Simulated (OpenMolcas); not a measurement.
Ti2+ with its 6 nearest fluoride ions, on the Cd site of idealised cubic KCdF3 (a = 4.302 Å, distance in the model lattice 2.151 Å). The rest of the host is ab initio model potentials to 7.6 Å, with orthogonalisation functions on the cations behind the ligands, and point charges beyond; the distance is set by hand and nothing relaxes. Ligand basis ANO-RCC-VDZP.

```json
{"Program": "OpenMolcas", "Method": "SS-CASPT2, IPEA 0.25 Eh, imaginary shift 0.1 Eh (closed shells correlated: 3s 3p and the ligand valence shells)", "Basis": "ANO-RCC-VTZP [6s5p3d2f1g]", "Scalar Hamiltonian": "DKH2, point nucleus", "Active space": "2 electrons in 5 orbitals (3d)", "State averaging": "2S+1 = 3 even, 10 roots; 2S+1 = 1 even, 15 roots", "Spin-orbit coupling": "state interaction with AMFI integrals over the reference wave functions"}
```

All ligands move together. At R = 2.151 Å |10Dq| is 13058 cm-1, and at R = 2.163 Å it is 12759 cm-1.

Task: A third run gives 12572 cm-1. What distance was it run at?

Result: With a power law R^-n the two known points give n = -ln(12759 / 13058) / ln(2.163 / 2.151) = 4.16. Then R = 2.151 × (13058 / 12572)^(1/4.16) = 2.171 Å. The run was at 2.17 Å, so the estimate is off by +0.001 Å.

Roots that are degenerate in the reference are averaged as groups; the widest CASPT2 spread within a group is 60 cm-1 (the 3-fold group of multiplicity 3 near 11300 cm-1 above the lowest state of its run, R = 2.151). Shifts and gaps below about the spread of the groups concerned are not significant. Over all roots computed the reference weight is 0.73 to 0.74 in R = 2.151, 0.73 to 0.74 in R = 2.163, 0.73 to 0.74 in R = 2.17; a low but even weight reflects the number of correlated electrons. An orbital triplet at a regular site is open to Jahn-Teller coupling, which can distort the site and quench the lowest spin-orbit gaps and is left out. Ligand-to-metal charge-transfer states are missing. With no ligand orbital active B as a rule stays too high, so bands that hang on it stand too high and its fall with covalency is understated. With one d shell and no ligand orbital active, 10Dq can be off by tens of per cent for divalent 3d ions, low with halides held by bare charges and at times high in hosts. Free-ion shares, where given, are those of the reference states; single-state CASPT2 does not remix them. No measured value stands beside these numbers; the geometry was set by hand and not optimised.
